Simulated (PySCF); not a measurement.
PbCl, SMILES [Cl][Pb+] (connectivity only; charge and spin as stated), charge +1, multiplicity 1.

Coordinates come from a PBE0-D3(BJ)/def2-TZVP optimisation. The spin state was assumed, not searched. The def2 effective core potentials stand for the cores of Pb; spin–orbit coupling is left out.

These are IEF-PCM-PBE0/def2-TZVPD (PySCF) values and carry that method's errors.

The values are the electrostatic part of the solvation free energy, E(continuum) − E(gas) at the gas-phase geometry, in a cavity of scaled van der Waals radii (PySCF's table); cavitation and dispersion terms are not included. A continuum can't describe solvent molecules that bind to the metal. In vacuum the orbital gap is 5.85 eV.

Computed values in water (ε = 78.36), ethanol (ε = 24.85), dimethylsulfoxide (ε = 46.83):
| solvent | ε | ΔG(elec) (kcal/mol) | gap (eV) |
|---|---|---|---|
| water | 78.36 | -73.6 | 6.65 |
| ethanol | 24.85 | -71.3 | 6.61 |
| dimethylsulfoxide | 46.83 | -72.8 | 6.64 |
